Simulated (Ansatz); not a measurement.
The same path of C2H4OSi (8 atoms, charge 0, multiplicity 1) was run 3 times with different band settings. The coordinate that changes most is the dihedral O1–C2–Si4–H8.

These are results of RKS revPBE-D4/def2-SVP (Ansatz 0.2.0), not measurements.

Relaxed end points:

```xyz
8
Properties=species:S:1:pos:R:3
O -0.251 0.492 2.240
C -0.239 0.313 1.046
C 0.588 0.687 -0.137
Si -0.500 -0.896 -0.447
H 1.680 0.839 -0.034
H 0.104 1.490 -0.734
H -1.457 -0.743 -1.594
H 0.168 -2.239 -0.395
```

```xyz
8
Properties=species:S:1:pos:R:3
O -0.250 0.490 2.239
C -0.239 0.311 1.045
C 0.587 0.689 -0.138
Si -0.497 -0.897 -0.448
H 1.679 0.840 -0.034
H 0.103 1.493 -0.733
H 0.168 -2.241 -0.397
H -1.459 -0.743 -1.591
```

Common settings: spring 5.0 eV/Å²; optimiser quadratic models (default); start path IDPP; iteration limit 60; end points relaxed.

| run | movable images | climbing image | force threshold |
| --- | --- | --- | --- |
| 1 | 5 | yes | 0.05 eV/Å |
| 2 | 5 | yes | 0.5 eV/Å |
| 3 | 4 | no | 0.05 eV/Å |

Question: What does each run give, and how far can it be trusted?

Answer: Run 1: converged after 32 iterations, highest image 0.596 eV above the first end. A vibrational analysis at the climbing image gives one clearly imaginary mode, 117i cm⁻¹: a first-order saddle point.
Run 2: converged after 12 iterations, highest image 0.598 eV above the first end. The threshold of 0.5 eV/Å is loose, so the images may lie well off the minimum-energy path. The profile has 2 maxima (images 2, 4) with wells between them (image 3): this band takes more than one step, which may be the mechanism or a detour left from its start path. Another band between the same ends (5 images) ends at a top of the same energy, where a vibrational analysis finds 1 clearly imaginary mode.
Run 3: converged after 15 iterations, highest image 0.990 eV above the first end. No image climbed, so the highest image needn't sit at the top of the path. Another band between the same ends, with other settings, climbed to 0.60 eV only, so this may not be the lowest route.
